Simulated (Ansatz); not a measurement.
Ge24H30⁺, a nanocrystal cut from hexagonal germanium. Total charge 1; doublet. Geometry PBE-D4/def2-SVP, that of the neutral singlet; atoms count from 1.

Cartesian coordinates in Å:
```
Ge 2.8449 -2.6220 -2.5056
Ge 4.6088 -2.4144 -0.8073
Ge -0.9303 -1.5950 -3.5432
Ge -2.9067 -2.6534 -2.5600
Ge 0.8364 -1.3879 -1.8362
Ge 0.0508 -2.2566 0.3195
Ge 3.8079 -1.0298 1.0469
Ge 1.8107 -2.0495 2.0348
Ge -3.7222 -1.2601 -0.7196
Ge -1.9718 -1.0484 1.0035
Ge -2.7482 -1.9424 3.1489
Ge 0.9863 -0.6896 3.8993
Ge -1.0031 -1.7393 4.8671
Ge -1.5140 0.6227 -4.4002
Ge 1.4237 0.9696 -1.4957
Ge 3.1878 1.1897 0.2136
Ge -2.3384 1.9980 -2.5504
Ge -4.3224 0.9587 -1.5619
Ge -0.5782 2.2269 -0.8394
Ge -1.3434 1.3042 1.3010
Ge 2.3854 2.6010 2.0493
Ge 0.4101 1.5245 3.0212
Ge 0.0246 4.5803 -0.5178
Ge 1.7800 4.8112 1.1863
H 2.4800 -4.1221 -2.7090
H 3.3552 -2.0709 -3.8696
H 5.0036 -3.8253 -0.2801
H 5.8776 -1.7697 -1.4388
H -0.3883 -2.4807 -4.7099
H -2.5306 -4.0646 -2.0216
H -4.0181 -2.8311 -3.6369
H -0.3019 -3.7691 0.1518
H 4.9065 -0.8791 2.1457
H 2.1616 -3.4809 2.5527
H -4.9753 -1.9304 -0.0714
H -3.1430 -3.4379 2.9686
H -4.0233 -1.1679 3.5951
H 2.1152 -0.5418 4.9674
H -0.6395 -3.1486 5.4202
H -1.5285 -0.8819 6.0558
H -2.5974 0.5048 -5.5133
H -0.2542 1.2892 -5.0262
H 1.9631 1.5515 -2.8412
H 4.4327 1.8606 -0.4500
H -2.7021 3.4222 -3.0786
H -5.4586 0.8467 -2.6218
H -4.8447 1.8395 -0.3896
H -2.6012 2.1035 1.7694
H 3.4992 2.7127 3.1373
H -0.1471 2.4127 4.1791
H 0.5175 5.1741 -1.8702
H -1.2411 5.3777 -0.0852
H 3.0325 5.4971 0.5657
H 1.2715 5.7117 2.3503
```

Single mean-field runs in def2-SVP are fitted with def2-universal-jkfit.

**Question.** Estimate the Mulliken populations of the heavy atoms from the PBE0/def2-SVP orbitals of Ansatz.

**Answer.** 
| atom | charge (e) | spin (α − β) |
| --- | --- | --- |
| Ge1 | 0.13 | 0.02 |
| Ge2 | 0.11 | 0.01 |
| Ge3 | 0.03 | 0.00 |
| Ge4 | 0.10 | 0.02 |
| Ge5 | -0.17 | 0.09 |
| Ge6 | -0.01 | 0.05 |
| Ge7 | 0.01 | 0.05 |
| Ge8 | -0.02 | 0.02 |
| Ge9 | 0.02 | -0.01 |
| Ge10 | -0.18 | 0.10 |
| Ge11 | 0.14 | 0.08 |
| Ge12 | 0.01 | 0.07 |
| Ge13 | 0.12 | 0.04 |
| Ge14 | 0.09 | 0.00 |
| Ge15 | -0.02 | 0.00 |
| Ge16 | -0.02 | -0.01 |
| Ge17 | 0.03 | 0.00 |
| Ge18 | 0.10 | 0.02 |
| Ge19 | -0.17 | 0.09 |
| Ge20 | -0.01 | 0.05 |
| Ge21 | 0.01 | 0.05 |
| Ge22 | -0.01 | 0.02 |
| Ge23 | 0.13 | 0.02 |
| Ge24 | 0.11 | 0.01 |
Mulliken values depend strongly on the basis.

**Question.** Where does the spin sit?

**Answer.** Summed by element: Ge 0.79, H 0.21, of 1 unpaired in all. Largest on single atoms: Ge10 0.10, Ge19 0.09, Ge5 0.09.

**Question.** And the Mayer bond orders between heavy atoms (over 0.3)?

**Answer.** Ge1–Ge2 0.91 (2.46 Å); Ge1–Ge5 0.88 (2.45 Å); Ge2–Ge7 0.90 (2.45 Å); Ge3–Ge4 0.90 (2.45 Å); Ge3–Ge5 0.89 (2.47 Å); Ge3–Ge14 0.92 (2.45 Å); Ge4–Ge9 0.92 (2.45 Å); Ge5–Ge6 0.84 (2.45 Å); Ge5–Ge15 0.92 (2.45 Å); Ge6–Ge8 0.91 (2.47 Å); Ge6–Ge10 0.91 (2.45 Å); Ge7–Ge8 0.86 (2.45 Å); Ge7–Ge16 0.91 (2.45 Å); Ge8–Ge12 0.89 (2.45 Å); Ge9–Ge10 0.89 (2.47 Å); Ge9–Ge18 0.92 (2.45 Å); Ge10–Ge11 0.82 (2.45 Å); Ge10–Ge20 0.91 (2.45 Å); Ge11–Ge13 0.93 (2.46 Å); Ge12–Ge13 0.86 (2.45 Å); Ge12–Ge22 0.89 (2.45 Å); Ge14–Ge17 0.92 (2.45 Å); Ge15–Ge16 0.89 (2.47 Å); Ge15–Ge19 0.92 (2.45 Å); Ge16–Ge21 0.91 (2.45 Å); Ge17–Ge18 0.90 (2.45 Å); Ge17–Ge19 0.89 (2.47 Å); Ge19–Ge20 0.84 (2.45 Å); Ge19–Ge23 0.88 (2.45 Å); Ge20–Ge22 0.91 (2.47 Å); Ge21–Ge22 0.86 (2.45 Å); Ge21–Ge24 0.90 (2.45 Å); Ge23–Ge24 0.91 (2.46 Å).
